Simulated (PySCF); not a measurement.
## Peak assignment

Atom-mapped SMILES (the numbers label the heavy atoms): `[CH3:1][Si@@H:2]1[SiH2:3][Si@H:4]([CH3:5])[Si@@:6]1([NH2:7])[PH2:8]`. Each H is labelled by its parent atom. Ha(Si3) is cis to C1 on the ring; Hb(Si3) is trans to C1 on the ring.

Calculated, not measured (PySCF): σ from GIAO-PBE0/pcSseg-1, geometry: GFN2-xTB. Non-relativistic Hamiltonian, a single conformation, in vacuum, equivalent nuclei averaged.

δ = σ(ref) − σ, references computed at the same level: TMS for 1H (σ = 31.72 ppm).

Question: Assign these signals to the numbered atoms. 1H NMR (500 MHz, computed): δ 4.71 (m, 2H), 3.52 (m, 1H), 3.37 (m, 1H), 1.27 (m, 2H), 0.51 (br s, 2H), 0.44 (d, 6H).

Answer: 
4.71 → H(Si2)/H(Si4), hydrogen on a silicon bonded to C, 2 Si, in a 4-membered ring
3.52 → Hb(Si3), hydrogen on a silicon bonded to 2 Si, in a 4-membered ring
3.37 → Ha(Si3), hydrogen on a silicon bonded to 2 Si, in a 4-membered ring
1.27 → H(P8), hydrogen on a phosphorus bonded to Si
0.51 → H(N7), hydrogen on a nitrogen bonded to Si: exchangeable, gas-phase position
0.44 → H(C1)/H(C5), hydrogen on a methyl carbon bonded to Si: an electropositive neighbour shields it, as in TMS itself

H(N7) and H(C1)/H(C5) lie closer than the usual error of such a calculation, so a measured spectrum could show them in the other order.

OH and NH positions are those of a molecule without intermolecular hydrogen bonds; in solution they move with solvent, concentration and temperature, and exchange usually removes their couplings. Multiplicities follow the n + 1 count of equivalent neighbours, as no J values were calculated; m marks all less simple cases, F and P coupling included.
